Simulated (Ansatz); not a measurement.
`N#Cc1ccccc1`, charge 0, multiplicity 1.

Question: Give a relaxed structure at PBE0-D4/def2-TZVP (Ansatz 0.2.0). (Best estimate.)

Answer: The calculation gave: 
```xyz
13

N     1.765   -1.827   -2.595
C     1.205   -1.248   -1.772
C     0.512   -0.530   -0.752
C     1.201    0.382    0.047
C     0.524    1.075    1.034
C    -0.834    0.864    1.227
C    -1.520   -0.044    0.431
C    -0.853   -0.742   -0.559
H     2.261    0.538   -0.114
H     1.058    1.783    1.655
H    -1.361    1.409    2.001
H    -2.580   -0.208    0.583
H    -1.377   -1.453   -1.186
```
Point group C2v.
This is one stationary point; other conformers may exist.
